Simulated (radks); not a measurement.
The numbers below are computed, except where a source is named.
Species: Tc II. Configuration: [Kr] 4d3 5s2 5p1 (not the ground configuration). Code: a radial shooting solver on a logarithmic mesh with Libxc functionals. Model: scalar-relativistic Kohn-Sham, PBE, spin-unpolarised, spherical densities, finite nucleus; Fermi nuclear charge, rms radius 4.4112 fm.

Unscreened Slater integrals over Kohn-Sham orbitals (hartree).

integral      value
F0(5p,5p)   0.26566
F2(5p,5p)   0.14333
F0(5p,5s)   0.28940
G1(5p,5s)   0.18747
F0(5p,4d)   0.32893
F2(5p,4d)  0.099993
G1(5p,4d)  0.042546
G3(5p,4d)  0.035644
F0(5p,4p)   0.33894
F2(5p,4p)  0.075514
G0(5p,4p)  0.015035
G2(5p,4p)  0.019325
F0(5s,5s)   0.32344
F0(5s,4d)   0.38803
G2(5s,4d)  0.071350
F0(5s,4p)   0.40401
G1(5s,4p)  0.029119
F0(4d,4d)   0.59539
F2(4d,4d)   0.29900
F4(4d,4d)   0.19582
F0(4d,4p)   0.67046
F2(4d,4p)   0.33006
G1(4d,4p)   0.41212
G3(4d,4p)   0.25215
F0(4p,4p)   0.78236
F2(4p,4p)   0.41227

Derived for the open shells (J is the average intra-shell exchange parameter used in DFT+U). 4d: Racah B = F2/49 - 5 F4/441 = 0.003882 hartree, C = 35 F4/441 = 0.01554 hartree, C/B = 4.00, F4/F2 = 0.655, J = (F2 + F4)/14 = 0.03534 hartree. 5p: J = F2/5 = 0.02867 hartree.
